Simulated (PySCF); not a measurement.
Isomers of C2HF3O2. Level of theory: PBE0-D3(BJ)/def2-SVP geometry optimisation, gas phase in PySCF 2.14.0. Energies are electronic, without zero-point or thermal terms, for one conformer each. No frequencies were run at this level. Point groups hold within 0.08 Å.

Task: Order them by energy at this level, lowest first, and give relative energies in kcal/mol.
A. `[O:1]=[C:2]([OH:3])[C:4]([F:5])([F:6])[F:7]` with O1–C2–O3–H 0° (trifluoroacetic acid)
B. `[O:1]=[CH:2][O:3][C:4]([F:5])([F:6])[F:7]` with O1–C2–O3–C4 -1°

Result: A (0.0), B (1.6).

As drawn, the lower has an O–H bond, which the higher lacks. Neighbours under 2.5 kcal/mol apart (O=C(O)C(F)(F)F and O=COC(F)(F)F) can change places with a better method, another conformer or zero-point energy.

```
        SMILES      E (Eh)  E rel (kcal/mol)  dipole (D)  point group     A, B, C (MHz)
O=C(O)C(F)(F)F  -525.88631               0.0        2.20      near Cs  3894, 2518, 2088
  O=COC(F)(F)F  -525.88378               1.6        1.93           Cs  5082, 2200, 2095
```

Task: As an exercise, what shares would exp(−E/RT) give at 2000 K from these electronic energies alone (no entropy, no degeneracies)?

Result: RT = 3.974 kcal/mol: O=C(O)C(F)(F)F 59.9 %, O=COC(F)(F)F 40.1 %.
